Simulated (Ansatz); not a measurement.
Total energies of ClH₄N₂Sc, SMILES `[NH2][Sc]([NH2])[Cl]`.

```xyz
8

N     0.4588    1.6286    0.3035
Sc   -0.4382    0.0553   -0.4674
N     0.0774   -1.6963    0.2678
Cl   -2.0272    0.2559   -2.1600
H     0.3061    2.5936    0.0369
H     1.1562    1.6235    1.0378
H    -0.2891   -2.5958   -0.0188
H     0.7560   -1.8647    1.0003
```

The species carries charge 0 and has multiplicity 1. Correlated methods include outer-core shells of Sc, which these sets cover unevenly. Scalar relativity is left out up to krypton. The structure was optimised at the PBE0-D4/def2-TZVP level. It is one conformer, not always the lowest. Basis def2-TZVPP, the Gaussian-basis code of Ansatz.

RPA on PBE orbitals: Hartree–Fock energy of these orbitals -1330.65553 Eh, correlation -1.47726 Eh (frozen core).

```csv
functional,kind,energy without D4 (Eh),D4 term (kJ/mol)
LDA (SPW92),LDA,-1328.70901,–
revPBE,GGA,-1332.83283,-34.9
PBE0,"global hybrid, 25 % exact exchange",-1332.57745,-12.0
B3LYP,"global hybrid, 20 %",-1333.08886,-22.2
r2SCANh,"meta-GGA hybrid, 10 %",-1332.91149,-3.8
r2SCAN0,"meta-GGA hybrid, 25 %",-1332.88974,-4.3
BHLYP,"global hybrid, 50 %",-1332.96935,-19.1
CAM-B3LYP,range-separated hybrid,-1333.04514,-12.5
B2PLYP,double hybrid,-1332.67501,–
PBE-QIDH,double hybrid,-1332.37053,–
```

Give the same for PBE, BLYP, r2SCAN, B97M-V, HSE06 (plane-wave form), LC-ωPBE, ωB97X-V, ωB97M-V. (An estimate is asked.)

The calculation gave: 
| functional | kind | energy without D4 (Eh) | D4 term (kJ/mol) |
| --- | --- | --- | --- |
| PBE | GGA | -1332.50773 | -13.8 |
| BLYP | GGA | -1333.03296 | -28.8 |
| r2SCAN | meta-GGA | -1332.92731 | -3.6 |
| B97M-V | meta-GGA with VV10 | -1332.71756 | – |
| HSE06 (plane-wave form) | screened hybrid | -1332.55560 | -11.4 |
| LC-ωPBE | long-range corrected hybrid | -1332.68439 | – |
| ωB97X-V | range-separated hybrid GGA with VV10 | -1332.83423 | – |
| ωB97M-V | range-separated hybrid meta-GGA with VV10 | -1332.93369 | – |

B3LYP takes the VWN-RPA correlation (the form of Gaussian; ORCA's B3LYP/G). HSE06 is the plane-wave form, built on full-range PBE exchange. The double hybrids freeze the cores in their second-order part.

LC-ωPBE has ω = 0.4 bohr⁻¹.
